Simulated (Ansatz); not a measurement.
Calculated with Ansatz (gas phase, PBE0-D4/def2-TZVP geometries, no zero-point term in ΔE). CCSD(T)/CBS adds triple-zeta CCSD(T) − MP2 to the extrapolated MP2 energy (def2 sets, frozen cores). This one scheme is used for every species. Double bonds are as drawn, so ΔE can hold a change between cis and trans. For Ge outer-core shells are correlated without core-valence functions, which leaves a few kJ/mol of doubt a bond. Scalar relativity is left out up to krypton.

`[GeH3]/[CH]=C1\CS1` + H–F → `F/C=C1\CS1` + GeH₄  (substitution at a C–Ge bond)

`[GeH3]/[CH]=C1\CS1`:

Z-matrix (Å, degrees):
```
Ge
C 1 1.934
H 1 1.539 2 110.6
H 1 1.539 2 110.5 3 119.7
H 1 1.537 2 108.7 3 -120.2
C 2 1.321 1 121.3 3 119.1
H 2 1.085 1 119.8 3 -60.9
S 6 1.731 2 144.5 1 -179.9
C 6 1.451 2 145.8 1 -0.0
H 9 1.086 6 118.9 2 -74.7
H 9 1.086 6 118.9 2 74.8
```

H–F:

Z-matrix (Å, degrees):
```
F
H 1 0.920
```

`F/C=C1\CS1`:

Z-matrix (Å, degrees):
```
C
S 1 1.832
C 1 1.449 2 62.1
H 1 1.085 2 115.3 3 110.5
H 1 1.085 2 115.3 3 -110.5
C 3 1.313 1 146.4 2 180.0
F 6 1.341 3 121.0 1 0.0
H 6 1.082 3 125.5 1 180.0
```

GeH₄:

Cartesian coordinates in Å:
```
Ge 0.000 0.000 0.000
H -0.908 1.219 0.208
H 1.315 0.207 0.762
H 0.297 -0.167 -1.496
H -0.703 -1.258 0.526
```

| species | CCSD(T)/CBS(def2) energy (Eh) |
| --- | --- |
| `[GeH3]/[CH]=C1\CS1` | -2591.58915 |
| H–F | -100.39570 |
| `F/C=C1\CS1` | -613.45363 |
| GeH₄ | -2078.49493 |

Task: Work out ΔE.

Result: ΔE = (-613.45363) + (-2078.49493) − (-2591.58915) − (-100.39570) = 0.03629 Eh = +22.8 kcal/mol.

Largest T1 diagnostic among the species: 0.013.

The D4 term adds +2.5 kcal/mol with B3LYP and +1.4 kcal/mol with PBE0; it sums over pairs of atoms, weighted by their polarisabilities, and B3LYP, whose exchange is more repulsive, gets the larger term. At CCSD(T), def2-SVP lies −7.6 kcal/mol from the extrapolated value and def2-TZVPP −1.3 kcal/mol.

B3LYP here is the variant with VWN-RPA as its local correlation; programs differ in this.
